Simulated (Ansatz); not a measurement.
The cluster Al₆Cu⁻, relaxed as a singlet with RKS PBE-D4/def2-SVPD in Ansatz, starting from the GFN1-xTB geometry. Force threshold 0.02 eV/Å.

The structure comes from a short search, and lower isomers may exist.

Start:

```xyz
7

Cu    1.224    0.486    1.241
Al   -1.389   -0.992   -1.487
Al   -1.026   -1.996    0.815
Al    3.302    0.016   -0.837
Al   -1.547    1.401   -0.328
Al   -1.425    0.280    1.955
Al    0.861    0.805   -1.358
```

**Question.** Estimate the energy that the relaxation releases and the steps that it takes.

**Answer.** 2.50 eV, in 15 steps; 74 s on 4 threads of Arm Neoverse N1 on a shared host. No frequencies were taken in this run, so the end may be a saddle point.

**Question.** Does the start keep its bonding and symmetry?

**Answer.** Bonds formed: Cu1–Al5, Al3–Al4 (atoms count from 1). The end is the same structure that another start reached.

**Question.** Predict the relaxed structure.

**Answer.** 
Cartesian coordinates in Å:
```
Cu 0.905 1.580 0.700
Al -1.300 -0.756 -1.606
Al -0.363 -2.147 0.319
Al 1.831 -0.684 0.312
Al -1.453 1.343 -0.019
Al -0.507 -0.052 1.914
Al 0.889 0.716 -1.620
```
Bond lengths (bridged metal pairs left out): 7 × Al–Al 2.55 to 2.64 Å; 4 × Al–Cu 2.48 Å.
